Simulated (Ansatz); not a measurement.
Low-lying states of ScH2

Calculated in Ansatz's Gaussian-basis code. State-averaged CASSCF with equal weights; occupations are averaged over the states; levels count from the state that is lowest in CASSCF. A minimal or small basis: far from the basis limit. No symmetry is imposed, so a solution can break that of the shape. Lower solutions, or ones in other orbitals, may exist.

Geometry:

```xyz
3

H     0.0000    0.7649    1.6404
Sc    0.0000    0.0000    0.0000
H     0.0000    0.7649   -1.6404
```

Basis def2-SVP, nonrelativistic, 9 orbitals frozen in the corrections; active space CAS(5,8). Averaged: 2 doublets.

CASSCF levels: doublet 0.00, doublet 0.17 eV.

How does SC-NEVPT2 move them?

doublet 0.00, doublet 0.21 eV, in the same order of listing. The lowest state stays.
